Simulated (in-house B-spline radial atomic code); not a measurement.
**RPA and G0W0 on BHandHLYP: Zn18+**

Configuration [Ne] 3s2, mean-field start BHandHLYP. Computed with an all-electron radial atomic-structure program (B-spline basis): all electrons, scalar-relativistic (spin-free one-electron X2C), finite nucleus, each spin shell either full or empty, empty states to l = 9 with an (l + 1/2)⁻⁴ tail; G0W0 by contour deformation at full frequency.

Command:
```bash
python run_gw.py task.json out
```
Settings (radii: box in bohr, nucleus in fm):
```
Z                        30
electrons                12
configuration            [Ne] 3s2
hamiltonian              x2c
method                   bhandhlyp
lmax                     9
rms_radius               3.9283
spin_polarised           False
box_radius               4.4
intervals                64
ion_configuration        [Ne] 3s1
```

Cost of the run: 3.6 s on 1 thread of Arm Neoverse N1 (shared host).

Energies (hartree):

```
                                     term        value
                         mean-field total  -1621.48887
Hartree-Fock functional on these orbitals  -1620.87254
                      direct second order     -0.91487
                    second-order exchange      0.33922
                         SOSEX correction      0.31319
```

**Question.** What is the RPA correlation energy, and what remains with SOSEX?

**Answer.** RPA gives -0.84332 hartree (-1.91 eV per electron); RPA + SOSEX gives -0.53013, and the second-order doubles -0.57565 hartree (no singles). SOSEX takes back 37 % of the RPA value.

Quasi-particle levels (eV):

| level | occupied | mean field | Σx - vxc | Σc | QP weight | G0W0 |
| --- | --- | --- | --- | --- | --- | --- |
| 3s | yes | -687.34 | -6.47 | ? | ? | ? |
| 2p | yes | -1717.93 | -28.43 | 3.59 | 0.990 | -1742.77 |
| 2s | yes | -1874.66 | -37.34 | 2.92 | 0.961 | -1909.09 |
| 1s | yes | -10334.94 | -104.81 | 26.49 | 0.975 | -10413.26 |
| 3p | no | -623.80 | 11.12 | -2.64 | 0.978 | -615.33 |

G0W0 = mean field + (Σx - vxc) + Σc, with Σc (partial-wave tail included) taken at the quasi-particle energy.

**Question.** Where does G0W0 put 3s?

**Answer.** At -697.76 eV, with Σc = -3.95 eV and a quasi-particle weight of 0.980. The tabulated removal energy is 697.5 ± 0.7 eV (NIST, semi-empirical); the calculation leaves out spin-orbit coupling, Breit and QED terms, and what these don't explain is the method's own error.

**Question.** What does it cost to remove one electron (to [Ne] 3s1) by differences of total energies, each species on its own start (correlation terms add to the Hartree-Fock functional)?

**Answer.** BHandHLYP 696.04 eV, Hartree-Fock functional 693.61 eV, + RPA 697.29 eV, + RPA + SOSEX 696.25 eV, + second order 696.92 eV. Tabulated: 697.5 ± 0.7 eV (NIST, semi-empirical); the calculation leaves out spin-orbit coupling, Breit and QED terms, and what these don't explain is the method's own error.
